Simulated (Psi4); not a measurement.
triplet silylene (H2Si), triplet, geometry from GFN2-xTB, atoms displaced at random by about 0.002 Å a coordinate; HF/3-21G run with Psi4.

Psi4 was given this input:
```
memory 2 GB

molecule mol {
0 3
  Si   -0.007938   -0.000634    0.085486
  H     0.044479    1.282738   -0.567595
  H     0.042692   -1.258765   -0.630879
}

set basis 3-21g
set reference uhf

energy('scf')
print_variables()
```

Task: Write the output that Psi4 gives for this input, abridged.

Result: 
```
   => Loading Basis Set <=

    Name: 3-21G
    Role: ORBITAL
    Keyword: BASIS

         ---------------------------------------------------------
                                   SCF
               by Justin Turney, Rob Parrish, Andy Simmonett
                          and Daniel G. A. Smith
                              UHF Reference
         ---------------------------------------------------------

  ==> Geometry <==

    Molecular point group: cs
    Full point group: Cs

    Geometry (in Angstrom), charge = 0, multiplicity = 3:

       Center              X                  Y                   Z               Mass
    ------------   -----------------  -----------------  -----------------  -----------------
         SI          -0.046146878219    -0.000848163060     0.000000000000    27.976926534650
         H            0.609025976621     1.282528069818     0.000000000000     1.007825032230
         H            0.671997792833    -1.258983312686     0.000000000000     1.007825032230

  Running in cs symmetry.

  Rotational constants: A =     19.01039  B =      5.17588  C =      4.06824 [cm^-1]
  Rotational constants: A = 569917.01387  B = 155168.92559  C = 121962.66112 [MHz]
  Nuclear repulsion =   10.463573354468741

  Charge       = 0
  Multiplicity = 3
  Electrons    = 16
  Nalpha       = 9
  Nbeta        = 7

  ==> Algorithm <==

  SCF Algorithm Type is DF.
  DIIS enabled.
  MOM disabled.
  Fractional occupation disabled.
  Guess Type is SAD.
  Energy threshold   = 1.00e-06
  Density threshold  = 1.00e-06
  Integral threshold = 1.00e-12

  ==> Primary Basis <==

  Basis Set: 3-21G
    Blend: 3-21G
    Number of shells: 11
    Number of basis functions: 17
    Number of Cartesian functions: 17
    Spherical Harmonics?: false
    Max angular momentum: 1

   => Loading Basis Set <=

    Name: (3-21G AUX)
    Role: JKFIT
    Keyword: DF_BASIS_SCF

  ==> Integral Setup <==

  SCF_SUBTYPE=INCORE selected. In-core MEM_DF algorithm will be used.
  Using in-core AOs.

  ==> MemDFJK: Density-Fitted J/K Matrices <==

    J tasked:                   Yes
    K tasked:                   Yes
    wK tasked:                   No
    Algorithm:                 Core
    Schwarz Cutoff:           1E-12
    Mask sparsity (%):       0.0000
    Fitting Condition:        1E-10

   => Auxiliary Basis Set <=

  Basis Set: (3-21G AUX)
    Blend: DEF2-UNIVERSAL-JKFIT
    Number of shells: 50
    Number of basis functions: 195
    Number of Cartesian functions: 195
    Spherical Harmonics?: false
    Max angular momentum: 4

  Minimum eigenvalue in the overlap matrix is 6.7830997418E-02.
  Reciprocal condition number of the overlap matrix is 2.2190269388E-02.
    Using symmetric orthogonalization.

  ==> Pre-Iterations <==

  SCF Guess: Superposition of Atomic Densities via on-the-fly atomic UHF (no occupation information).

   -------------------------
    Irrep   Nso     Nmo
   -------------------------
     A'        14      14
     A"         3       3
   -------------------------
    Total      17      17
   -------------------------

  ==> Iterations <==

                           Total Energy        Delta E     RMS |[F,P]|

   @DF-UHF iter SAD:  -287.95162788378610   -2.87952e+02   0.00000e+00
   @DF-UHF iter   1:  -288.47292687956377   -5.21299e-01   4.83828e-03 DIIS/ADIIS
   @DF-UHF iter   2:  -288.47871658530181   -5.78971e-03   1.29551e-03 DIIS/ADIIS
   @DF-UHF iter   3:  -288.47936764536962   -6.51060e-04   4.86911e-04 DIIS/ADIIS
   @DF-UHF iter   4:  -288.47948006648306   -1.12421e-04   1.88567e-04 DIIS/ADIIS
   @DF-UHF iter   5:  -288.47950264147084   -2.25750e-05   5.54337e-05 DIIS
   @DF-UHF iter   6:  -288.47950498747400   -2.34600e-06   1.28875e-05 DIIS
   @DF-UHF iter   7:  -288.47950508888789   -1.01414e-07   1.82380e-06 DIIS
   @DF-UHF iter   8:  -288.47950509005028   -1.16239e-09   3.38366e-07 DIIS
  Energy and wave function converged.

  ==> Post-Iterations <==

   @Spin Contamination Metric:   6.734362083E-03
   @S^2 Expected:                2.000000000E+00
   @S^2 Observed:                2.006734362E+00
   @S   Expected:                1.000000000E+00
   @S   Observed:                1.000000000E+00

    Orbital Energies [Eh]
    ---------------------

    Alpha Occupied:

       1Ap   -68.295088     2Ap    -6.111809     1App   -4.211844
       3Ap    -4.209877     4Ap    -4.203117     5Ap    -0.741390
       6Ap    -0.517652     7Ap    -0.376341     2App   -0.307873

    Alpha Virtual:

       8Ap     0.181820     9Ap     0.197532    10Ap     0.395306
      11Ap     0.469531    12Ap     0.474523     3App    0.476862
      13Ap     1.285532    14Ap     1.358055

    Beta Occupied:

       1Ap   -68.283462     2Ap    -6.094266     3Ap    -4.194633
       4Ap    -4.185522     1App   -4.181639     5Ap    -0.635225
       6Ap    -0.494829

    Beta Virtual:

       7Ap     0.033770     2App    0.076849     8Ap     0.223439
       9Ap     0.249219    10Ap     0.437494    11Ap     0.500804
      12Ap     0.557494     3App    0.568448    13Ap     1.293087
      14Ap     1.368235

    Final Occupation by Irrep:
             Ap   App
    DOCC [     6,    1 ]
    SOCC [     1,    1 ]
    NA   [     7,    2 ]
    NB   [     6,    1 ]

  @DF-UHF Final Energy:  -288.47950509005028

   => Energetics <=

    Nuclear Repulsion Energy =             10.4635733544687408
    One-Electron Energy =                -420.8415859853114398
    Two-Electron Energy =                 121.8985075407924512
    Total Energy =                       -288.4795050900502247

  UHF NO Occupations:
  HONO-2 :    6 Ap 1.9974394
  HONO-1 :    2App 1.0000000
  HONO-0 :    7 Ap 1.0000000
  LUNO+0 :    8 Ap 0.0025606
  LUNO+1 :    9 Ap 0.0008090
  LUNO+2 :    3App 0.0000007
  LUNO+3 :   10 Ap 0.0000006

Computation Completed

Properties will be evaluated at   0.000000,   0.000000,   0.000000 [a0]

Properties computed using the SCF density matrix

 Multipole Moments:

 ------------------------------------------------------------------------------------
     Multipole            Electronic (a.u.)      Nuclear  (a.u.)        Total (a.u.)
 ------------------------------------------------------------------------------------

 L = 1.  Multiply by 2.5417464519 to convert [e a0] to [Debye]
 Dipole X            :         -1.2804570            1.1999146           -0.0805424
 Dipole Y            :         -0.0203208            0.0220540            0.0017332
 Dipole Z            :          0.0000000            0.0000000            0.0000000
 Magnitude           :                                                    0.0805611

 ------------------------------------------------------------------------------------

  Variable Map:
  ----------------------------------------------------------------------------
  "CURRENT ENERGY"           =>    -288.479505090050
  "CURRENT REFERENCE ENERGY" =>    -288.479505090050
  "DD SOLVATION ENERGY"      =>       0.000000000000
  "HF KINETIC ENERGY"        =>     288.385810914077
  "HF POTENTIAL ENERGY"      =>    -576.865316004127
  "HF TOTAL ENERGY"          =>    -288.479505090050
  "HF VIRIAL RATIO"          =>       2.000324891768
  "NUCLEAR REPULSION ENERGY" =>      10.463573354469
  "ONE-ELECTRON ENERGY"      =>    -420.841585985311
  "PCM POLARIZATION ENERGY"  =>       0.000000000000
  "PE ENERGY"                =>       0.000000000000
  "SCF ITERATION ENERGY"     =>    -288.479505090050
  "SCF ITERATIONS"           =>       8.000000000000
  "SCF TOTAL ENERGY"         =>    -288.479505090050
  "TWO-ELECTRON ENERGY"      =>     121.898507540792

  Array Variable Map:
  ----------------------------------------------------------------------------
  "CURRENT DIPOLE"           =>      -0.080542419255 ... 0.000000000000 1 by 3
  "SCF DIPOLE"               =>      -0.080542419255 ... 0.000000000000 1 by 3
  "SCF TOTAL ENERGIES"       =>    -287.951627883786 ... -288.479505090050 1 by 9
```
